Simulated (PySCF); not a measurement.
CH5FGe. Atoms are numbered in the order given.

```xyz
8

Ge    -0.3504     0.0966     0.0000
C      0.5421    -1.6223     0.0000
F      0.9066     1.3150     0.0000
H     -1.1761     0.3435    -1.2725
H     -1.1761     0.3435     1.2725
H      1.1748    -1.7205     0.8943
H     -0.1972    -2.4381     0.0000
H      1.1748    -1.7205    -0.8943
```
Charge 0, spin multiplicity 1.

Coordinates come from a r2SCAN-D4/def2-SVP optimisation.

Method: HF/pcSseg-1 (PySCF).

GIAO shieldings, no solvent; atoms alike by connectivity are averaged. δ = σ(ref) − σ: ⁷³Ge against GeH4 (σ = 1776.1 ppm); ¹³C against TMS (σ = 192.6 ppm); ¹⁹F against CFCl3 (σ = 238.5 ppm); ¹H against TMS (σ = 31.99 ppm), references at their B3LYP-D3(BJ)/def2-TZVP geometries, non-relativistic.

Computed chemical shifts:
```tsv
nucleus	atoms	count	δ (ppm)
⁷³Ge	Ge1	1	290.3
¹³C	C2	1	-0.8
¹⁹F	F3	1	-214.1
¹H	H4, H5	2	5.19
¹H	H6, H7, H8	3	0.90
```
